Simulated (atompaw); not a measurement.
# Reading a pseudo-wave (Mg)

Columns: radius, all-electron u(r) and pseudo u(r) of the 3p shell (level -1.37 eV) of magnesium in the configuration [Ne] 3s2 3p0; LDA (PW92), scalar-relativistic, PAW (atompaw) scheme, atompaw 4.2.0.5.

```
r (bohr)  all-electron  pseudo
   0.115       -0.0588  0.0018
   0.231       -0.1286  0.0071
   0.346       -0.1616  0.0157
   0.462       -0.1613  0.0277
   0.577       -0.1387  0.0427
   0.692       -0.1028  0.0604
   0.808       -0.0595  0.0807
   0.923       -0.0135  0.1031
   1.038        0.0331  0.1271
   1.154        0.0791  0.1527
   1.269        0.1228  0.1791
   1.385        0.1645  0.2062
   1.500        0.2031  0.2331
   1.615        0.2388  0.2598
   1.731        0.2720  0.2861
   1.846        0.3021  0.3112
   1.962        0.3296  0.3351
   2.077        0.3542  0.3574
   2.192        0.3762  0.3779
   2.308        0.3959  0.3967
   2.423        0.4130  0.4133
   2.538        0.4278  0.4279
   2.654        0.4406  0.4406
   2.769        0.4513  0.4513
   2.885        0.4601  0.4601
   3.000        0.4670  0.4670
```

Problem. How many radial nodes do the two functions have?

Solution. The all-electron 3p function has n − l − 1 = 1; the pseudo-wave has 0, since the states of the same l below it are removed with the core.

Problem. Is the pseudo-wave norm-conserving?

Solution. No, it belongs to a PAW set: the norm inside the radius is not constrained, and the difference is carried by the augmentation charge.
